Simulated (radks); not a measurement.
The numbers below are computed, except where a source is named.
Task: The tantalum ion Ta13+ is in [Kr] 4d10 4f12 5s2. Level of theory: scalar-relativistic Kohn-Sham, BLYP, spin-polarised, spherical densities, finite nucleus; Fermi nuclear charge, rms radius of each element as measured or else 0.836 A^(1/3) + 0.57 fm (a radial shooting solver on a logarithmic mesh with Libxc functionals). Open shells are filled with parallel spins first. One electron is removed from 4d, 4p, 5s, 4f in turn, with full relaxation. Which removal costs least, and what does each cost?

Result: 4f 289.11 eV; 5s 306.70 eV; 4d 491.22 eV; 4p 671.53 eV. The 4f electron leaves first.
